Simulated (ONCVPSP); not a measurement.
# What one change does to a pseudopotential (zirconium, ONCV)

```
Element                 : zirconium (Zr)
Generator               : ONCVPSP 4.0.1
Type                    : optimised norm-conserving Vanderbilt (ONCV)
Functional              : PBE
Relativity              : non-relativistic
Frozen core             : [Ar] 3d10
Valence charge          : 12
Reference configuration : 4s2 4p6 4d2 (charge +2)
Partial waves           : 4s: rc 1.85 bohr, ncon 3, nbas 6, qcut 5.9 1/bohr, local; 4p: rc 1.85 bohr, ncon 4, nbas 7, qcut 7.7 1/bohr, 3 projectors, debl 3.5 Ha; 4d: rc 2.50 bohr, ncon 3, nbas 8, qcut 5.4 1/bohr, 2 projectors, debl 1.4 Ha
Local potential         : the s channel
Core correction         : none
```

All-electron outer shells of the reference configuration (PBE, non-relativistic, ld1.x):

```
shell  level (eV)  outermost node (bohr)  outermost maximum (bohr)
   4s      -66.54                   0.56                      1.10
   4p      -46.53                   0.57                      1.19
   4d      -17.57                   0.58                      1.55
```

Change: s: qcut 7.

Cutoffs: the cutoffs (Ha) at which the residual kinetic energy of the hardest occupied pseudo-wave falls to 1 and 0.1 mHa per electron; they do not see the model core or the augmentation charge, which bear on the density cutoff. Errors are all-electron minus pseudo energies relative to the spin-unpolarised reference configuration.

Problem. What does the change do?

Solution. The potential gets neither clearly harder nor softer (16 Ha and 21 Ha → 16 Ha and 21 Ha); of the 4 tests that both files solve, the error grows in 0 and shrinks in 2 by more than 15 % and 0.3 meV (median size 513.3 → 242.3 meV); neither file shows a bound ghost.

| quantity | base | changed |
| --- | --- | --- |
| cutoff, loose | 16 Ha | 16 Ha |
| cutoff, tight | 21 Ha | 21 Ha |
| loose cutoff by channel | s 13 Ha, p 16 Ha, d 11 Ha | s 16 Ha, p 16 Ha, d 11 Ha |
| bound ghosts | none | none |
| GHOST(+) flags under 300 eV | none | none |
| error for 4s2 4p6 4d2 5s2, meV [ΔE -19.53 eV] | +1508 | +686 |
| error for 4s2 4p6 4d2 5s1, meV [ΔE -12.61 eV] | +993 | +452 |
| error for 4s2 4p6 4d1, meV [ΔE 22.96 eV] | +33 | +33 |
| error for 4s2 4p6 4d2 5p1, meV [ΔE -9.15 eV] | -0.1 | -0.1 |
| s: phases at 1.88 bohr within 0.05 rad from the reference energy up to (Ha; the scan ends near 5) | -1.3 | -0.9 |
| p: phases at 1.88 bohr within 0.05 rad from the reference energy up to (Ha; the scan ends near 5) | to the end of the scan | to the end of the scan |
| d: phases at 2.54 bohr within 0.05 rad from the reference energy up to (Ha; the scan ends near 5) | 4.3 | 4.6 |
